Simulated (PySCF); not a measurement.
Compound: CH4ClGeNO.
SMILES: `O=C[NH][GeH2][Cl]`

All values: PBE0/def2-SVPD (PySCF, non-relativistic), on one gas-phase PBE0-D3(BJ)/def2-SVP geometry that isn't relaxed in the solvent. The solvent is an IEF-PCM continuum (Bondi radii, 1.10 Å for H, scaled by 1.2), and excitations are vertical TDDFT with non-equilibrium linear response and a frozen core. The model holds no explicit solvent molecules, cavitation or dispersion. Spin–orbit coupling is left out although an atom past zinc is present.

Gas-phase singlets (H = HOMO, L = LUMO):

```json
{"state": "S1", "E (eV)": "5.408", "λ (nm)": "229", "f": "0.001", "leading configuration": "H→L 72%"}
{"state": "S2", "E (eV)": "6.519", "λ (nm)": "190", "f": "0.067", "leading configuration": "H-1→L 86%"}
{"state": "S3", "E (eV)": "6.717", "λ (nm)": "185", "f": "0.005", "leading configuration": "H→L+1 51%"}
{"state": "S4", "E (eV)": "6.845", "λ (nm)": "181", "f": "0.018", "leading configuration": "H-2→L 94%"}
{"state": "S5", "E (eV)": "7.082", "λ (nm)": "175", "f": "0.014", "leading configuration": "H-1→L+1 27%"}
```

**Question.** How does the list change in acetone (ε = 20.49)?

**Answer.** 
| state | E (eV) | λ (nm) | f | leading configuration | change by rank (eV) |
| --- | --- | --- | --- | --- | --- |
| S1 | 5.583 | 222 | 0.001 | H→L 76% | +0.175 |
| S2 | 6.523 | 190 | 0.129 | H-1→L 93% | +0.004 |
| S3 | 6.966 | 178 | 0.015 | H→L+1 59% | +0.249 |
| S4 | 7.016 | 177 | 0.023 | H-2→L 94% | +0.171 |
| S5 | 7.374 | 168 | 0.004 | H-3→L 48% | +0.292 |

**Question.** The ground-state energy changes by -0.367 eV from gas to acetone. By how much does the total energy of gas-phase S1 change?

**Answer.** E(S1) = E(S0) + excitation energy, so it changes by -0.367 + 0.175 = -0.192 eV: it is lowered less than the ground state, which is what a blue shift means. This is the vertical state, with the slow part of the continuum still set for S0.

**Question.** How do the frontier levels move from gas to acetone?

**Answer.** 
| orbital | gas (eV) | solvent (eV) | change (eV) |
| --- | --- | --- | --- |
| LUMO+2 | 0.22 | 0.65 | +0.43 |
| LUMO+1 | -0.02 | 0.27 | +0.29 |
| LUMO | -0.74 | -0.60 | +0.14 |
| HOMO | -8.01 | -8.05 | -0.04 |
| HOMO-1 | -8.45 | -8.33 | +0.12 |
| HOMO-2 | -8.98 | -9.02 | -0.04 |
| HOMO-3 | -9.29 | -9.40 | -0.11 |

The HOMO–LUMO gap goes from 7.27 to 7.45 eV.

Conformer computed: `[O:1]=[CH:2][NH:3][GeH2:4][Cl:5]`: O1–C2–N3–Ge4 3°, C2–N3–Ge4–Cl5 76°.
